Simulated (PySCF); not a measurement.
CLiN, SMILES [Li][N][C] (connectivity only; charge and spin as stated), neutral, multiplicity 1. Atoms are numbered in the order given.

```xyz
3

Li     0.0000     0.0000     1.8816
C      0.0000     0.0000    -1.0709
N      0.0000     0.0000     0.1116
```

Coordinates come from a PBE-D3(BJ)/def2-TZVPD optimisation.

Calculation: PBE0/pcSseg-2 (PySCF).

GIAO shieldings, no solvent; atoms alike by connectivity are averaged. δ = σ(ref) − σ: ¹³C against TMS (σ = 186.1 ppm); ¹⁵N against NH3 (σ = 263.3 ppm), references at their B3LYP-D3(BJ)/def2-TZVP geometries, non-relativistic.

### Question
Estimate the chemical shifts. (The exact figures need the calculation; the answer reports its results.)

### Answer

```
nucleus  atoms  count  δ (ppm)
-------  -----  -----  -------
¹³C         C2      1    207.0
¹⁵N         N3      1    258.7
```
